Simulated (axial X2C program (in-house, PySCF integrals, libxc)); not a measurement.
## How long does SrH take?

A bond scan computed with an in-house relativistic program for diatomic molecules. Basis: Sr dyall-v3z [13s12p8d3f], H dyall-v3z [6s2p1d] (cores contracted in-house).

Input file and command:
```json
{"zs": [38, 1], "q": 0, "bas": ["dyall-v3z", "dyall-v3z"], "levels": ["PBE0", "HF", "LDA", "r2SCAN"], "cc": false, "r0": 2.17, "npts": 10, "nst": 2, "ntry": 6}
```
```bash
python so2c.py task.json out
```

Keys: zs atomic numbers; q charge; bas basis sets; levels methods; cc coupled cluster on or off; r0 starting distance in Å; npts points on the curve; nst determinants followed; ntry starts of the search. HF also brings MP2.

Hardware: 1 thread of Arm Neoverse N1, on a shared host.

Wall time of one point of each curve, integrals apart:

```json
{"Hamiltonian": "spin-free", "level": "PBE0", "points": "10", "seconds a point": "0.35"}
{"Hamiltonian": "spin-free", "level": "HF", "points": "10", "seconds a point": "0.18"}
{"Hamiltonian": "spin-free", "level": "LDA", "points": "10", "seconds a point": "0.18"}
{"Hamiltonian": "spin-free", "level": "r2SCAN", "points": "10", "seconds a point": "0.52"}
{"Hamiltonian": "2c", "level": "PBE0", "points": "10", "seconds a point": "0.42"}
{"Hamiltonian": "2c", "level": "HF", "points": "10", "seconds a point": "0.27"}
{"Hamiltonian": "2c", "level": "LDA", "points": "10", "seconds a point": "0.19"}
{"Hamiltonian": "2c", "level": "r2SCAN", "points": "10", "seconds a point": "0.53"}
```

The rest:

Search with its distance optimisation 11 s, atoms 3.9 s, whole task 53 s. Coupled cluster runs on the points near the minimum only. The program drops outer points, and coupled cluster, when its time limit (not in the input) nears; MP2, further determinants and curves that did not converge are not in the table.
